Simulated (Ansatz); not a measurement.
This geometry of BH3OSSi (7 atoms, charge 0, multiplicity 1) is a first-order saddle point.

The calculation used RKS PBE/def2-SVP (Ansatz 0.2.0).

```xyz
7
Properties=species:S:1:pos:R:3
B -0.949 0.010 -0.628
O 0.140 0.775 -0.928
Si 1.338 0.235 0.213
S -0.710 -1.075 0.870
H -1.982 0.032 -1.265
H 1.323 1.275 1.315
H 0.900 -1.320 0.377
```

Question: Which two structures does it join? (They come from a converged band through this point; their orientation in space is the band's.)

Answer: Bonds broken: Si3–H7. Bonds formed: S4–H7.

Image 0:

```xyz
7
Properties=species:S:1:pos:R:3
B -1.092 0.083 -0.687
O 0.181 0.532 -0.983
Si 0.855 -0.069 0.491
S -1.127 -0.778 0.966
H -2.051 0.236 -1.411
H 1.394 1.040 1.343
H 1.901 -1.112 0.236
```

Image 6:

```xyz
7
Properties=species:S:1:pos:R:3
B -0.747 0.073 -0.653
O 0.087 1.076 -0.814
Si 1.521 0.690 0.293
S -0.181 -1.048 0.864
H -1.728 -0.223 -1.303
H 0.936 1.463 1.503
H 0.173 -2.099 0.065
```

Question: How far does it lie above each of them?

Answer: 50.2 kcal/mol above the first and 10.1 kcal/mol above the second. This is the barrier of this one path; another mechanism may lie lower. The orbitals stay closed-shell, which can raise the energy where a bond breaks towards radicals; this wasn't checked here.

The run took 2.7 min on 1 thread of Arm Neoverse V2, on a shared host, peak memory 0.14 GiB.
